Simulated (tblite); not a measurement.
C6H11FOSi.
Numbering: `[CH2:1]=[CH:2][C:3](=[O:4])[Si@H:5]([F:6])[CH:7]([CH3:8])[CH3:9]` (hydrogens: H10, H11 on C1; H12 on C2; H13 on Si5; H14 on C7; H15, H16, H17 on C8; H18, H19, H20 on C9)

The geometry is computed with GFN2-xTB (gas phase).

(1) Give the optimised bond lengths and angles.

Results:

(1) 
```
                  bond  length (Å)
                 C1=C2       1.328
                 C2–C3       1.479
                 C3=O4       1.218
                C3–Si5       1.925
                Si5–F6       1.626
                Si5–C7       1.906
                 C7–C8       1.529
                 C7–C9       1.533
                C1–H10       1.079
                C1–H11       1.077
                C2–H12       1.079
               Si5–H13       1.454
                C7–H14       1.097
C8–H15, C8–H16, C8–H17       1.088
C9–H18, C9–H19, C9–H20       1.089
```

Bonds in one row agree within 0.01 Å and their mean is given. A selection of angles:
```
     angle  degrees
 C2–C1–H10    119.9
 C2–C1–H11    122.8
H10–C1–H11    117.3
  C1–C2–C3    121.6
 C1–C2–H12    122.1
 C3–C2–H12    116.3
  C2–C3–O4    121.8
 C2–C3–Si5    118.3
 O4–C3–Si5    119.9
 C3–Si5–F6    106.5
 C3–Si5–C7    109.5
C3–Si5–H13    111.7
 F6–Si5–C7    108.5
F6–Si5–H13    104.7
C7–Si5–H13    115.4
 Si5–C7–C8    111.3
 Si5–C7–C9    111.3
Si5–C7–H14    108.4
  C8–C7–C9    110.1
 C8–C7–H14    108.0
 C9–C7–H14    107.7
 C7–C8–H15    111.0
 C7–C8–H16    110.5
H15–C8–H16    108.2
 C7–C9–H18    110.6
 C7–C9–H19    110.3
H18–C9–H19    108.1
```

Dihedral angles: C1–C2–C3–O4 4° (synperiplanar); C2–C3–Si5–F6 -5° (synperiplanar); C3–Si5–C7–C8 -68° (synclinal).

The 4 C–C bonds span 1.328 Å (C1=C2, drawn double) to 1.533 Å (C7–C9, drawn single), a spread of 0.205 Å. Of the pairs four or more bonds apart, O4···H10 is among the closest relative to their van der Waals radii: 2.53 Å, 93 % of the sum of Bondi's values. Si5 (fluorine-bound silicon) is distorted tetrahedral (angles from 104.7° to 115.4°).

Point group: C1 (no symmetry element, even within 0.4 Å). Its lowest GFN2-xTB frequency is 14 cm⁻¹, too small to tell a flat minimum from a shallow saddle. The numbers are those of one conformer. 3 starts were optimised and ended at 0.00, 0.00 and 0.21 kcal/mol (GFN2-xTB); the lowest of these is shown.
